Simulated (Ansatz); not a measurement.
In₃P₃⁺. Total charge 1; doublet. Geometry PBE-D4/def2-SVP.

```xyz
6

In   -2.065    1.811    1.265
In    1.058   -0.719   -2.815
In   -0.265   -1.262    2.131
P     1.469   -0.681    0.089
P    -0.747   -0.423   -0.635
P     0.550    1.274   -0.035
```

In the def2 sets In takes a core potential, while STO-3G treats all electrons; there is no spin–orbit coupling. LC-ωPBE has ω = 0.4 bohr⁻¹. At HF/STO-3G the charge 1 doublet is spin-contaminated (final ⟨S²⟩ up to 1.16, 0.75 for a pure state). The structure comes from a short search, and lower isomers may exist.

Problem. Estimate the α-spin orbital energies around the gap (eV) in Ansatz with HF/STO-3G, PBE-D4/def2-SVP, PBE-D4/def2-TZVP, r2SCAN-D4/def2-TZVP, LC-ωPBE/def2-TZVP.

Solution. 
```
orbital  HF/STO-3G  PBE-D4/def2-SVP  PBE-D4/def2-TZVP  r2SCAN-D4/def2-TZVP  LC-ωPBE/def2-TZVP
 HOMO−9     -16.90           -16.45            -16.36               -16.95             -21.44
 HOMO−8     -15.73           -14.14            -14.01               -14.40             -18.55
 HOMO−7     -12.43           -12.71            -12.63               -12.92             -16.39
 HOMO−6     -11.18           -11.76            -11.70               -11.94             -15.09
 HOMO−5     -10.55           -11.26            -11.20               -11.49             -14.51
 HOMO−4     -10.19           -10.74            -10.63               -10.93             -13.94
 HOMO−3      -9.97           -10.37            -10.28               -10.55             -13.44
 HOMO−2      -9.04           -10.15            -10.08               -10.38             -13.27
 HOMO−1      -8.21            -9.13             -9.06                -9.29             -12.02
   HOMO      -7.09            -8.47             -8.42                -8.70             -11.29
   LUMO       0.29            -6.86             -6.83                -6.77              -4.48
 LUMO+1       1.15            -6.31             -6.31                -6.21              -3.84
 LUMO+2       2.00            -6.03             -6.01                -5.85              -3.46
 LUMO+3       2.17            -5.78             -5.79                -5.65              -3.27
 LUMO+4       2.39            -5.49             -5.50                -5.37              -2.86
 LUMO+5       3.32            -5.13             -5.16                -5.01              -2.55
 β HOMO      -7.43            -8.97             -8.90                -9.09             -11.63
 β LUMO      -0.18            -8.03             -7.97                -7.93              -5.46
```
